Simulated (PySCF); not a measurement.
C$_{4}$H$_{12}$O$_{4}$Si (SMILES CO[Si](OC)(OC)OC), singlet, geometry from GFN2-xTB. Base run: PBE0/STO-3G in PySCF.

Geometry (Å):
```xyz
21

C      0.0113    -2.1683    -1.6434
O     -0.1595    -0.7933    -1.4087
Si     0.0000     0.0000     0.0000
O     -0.5406     1.5068    -0.2768
C     -1.7200     1.8872    -0.9394
O     -0.8055    -0.8840     1.0995
C     -0.8234    -0.7104     2.4940
O      1.5056     0.1705     0.5860
C      2.5321     0.9916     0.0889
H     -0.5950    -2.7522    -0.9504
H      1.0589    -2.4513    -1.5207
H     -0.3035    -2.3660    -2.6686
H     -1.6935     2.9710    -1.0567
H     -2.5974     1.6032    -0.3545
H     -1.7792     1.4099    -1.9180
H      0.1929    -0.6759     2.8875
H     -1.3361     0.2168     2.7587
H     -1.3579    -1.5592     2.9217
H      2.8746     0.6313    -0.8835
H      2.1813     2.0183    -0.0192
H      3.3549     0.9542     0.8036
```
Charge 0, spin multiplicity 1.
All else is at PySCF's defaults.

The job was repeated with other settings on one machine. Differences are taken from the largest grid of the series, which the next largest meets within 10 µEh (grids.atom_grid = (150, 974): -740.082796 Eh). The cheapest run took very roughly 5 core-seconds.

```
setting                                    grid points  cost, times the cheapest (rough)  difference in total energy (µEh)
-----------------------------------------  -----------  --------------------------------  --------------------------------
grids.level = 1                                  77520                                 1                               -85
grids.prune = dft.gen_grid.sg1_prune            109000                                 1                               -64
grids.atom_grid = (50, 194)                     138256                                 2                              -112
grids.level = 2                                 166056                                 2                                 5
grids.prune = dft.gen_grid.treutler_prune       216520                                 2                                -1
base                                            249680                                 3                                 3
grids.atom_grid = (99, 590)                     678584                                 6                                -1
grids.atom_grid = (150, 974)                   1695304                                10                         reference
```

Times come from a shared machine, hold the start-up and are rough.
